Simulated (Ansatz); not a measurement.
Born–Oppenheimer molecular dynamics of C3H9FSSi (15 atoms, charge 0, multiplicity 1). It starts from a relaxed structure.

Theory: RKS B3LYP-D4/STO-3G (Ansatz).

```yaml
ensemble: NVT, Nosé–Hoover chain
time_step: 1 fs
steps_asked: 269
set_temperature: 300 K
thermostat: time constant 20 fs, chain length 1
seed: 849422
```

First frame:

```xyz
15
Properties=species:S:1:pos:R:3
C -1.177 -1.898 -1.169
Si 0.241 -1.702 0.041
C 0.718 0.115 0.198
S -0.702 1.142 0.738
C 0.190 2.753 0.807
F 1.137 2.825 1.849
H -2.050 -1.315 -0.851
H -0.896 -1.554 -2.172
H -1.488 -2.947 -1.252
H 1.392 -2.446 -0.419
H -0.147 -2.209 1.338
H 1.098 0.482 -0.771
H 1.546 0.216 0.919
H -0.589 3.544 0.941
H 0.704 2.944 -0.169
```

**Question.** How far do the bonds stretch over the last three quarters of this one trajectory? (Pairs bonded in most of those frames.)

**Answer.** 
```
   bond  mean (Å)  spread (Å)  shortest  longest
 C1–Si2     1.881       0.016      1.83     1.92
  C1–H7     1.106       0.048      1.01     1.21
  C1–H8     1.102       0.028      1.04     1.16
  C1–H9     1.100       0.021      1.06     1.14
 Si2–C3     1.887       0.023      1.84     1.93
Si2–H10     1.448       0.013      1.43     1.47
Si2–H11     1.446       0.010      1.43     1.46
  C3–S4     1.842       0.032      1.78     1.90
 C3–H12     1.104       0.018      1.07     1.14
 C3–H13     1.103       0.015      1.07     1.14
  S4–C5     1.845       0.030      1.79     1.90
  C5–F6     1.411       0.013      1.38     1.44
 C5–H14     1.122       0.034      1.05     1.19
 C5–H15     1.122       0.028      1.07     1.18
```

Mean temperature of the second half: 297 K. The conserved energy stayed within 2.2 meV per atom of its start (net change 0.64 meV per atom), so the integration is sound. A run of 0.27 ps of so small a system gives no equilibrium averages. Limits of this set-up: minimal basis.

Time of the run: 10 min on 1 thread of Intel(R) Xeon(R) 6975P-C (Granite Rapids) (shared host), peak memory 0.15 GiB.
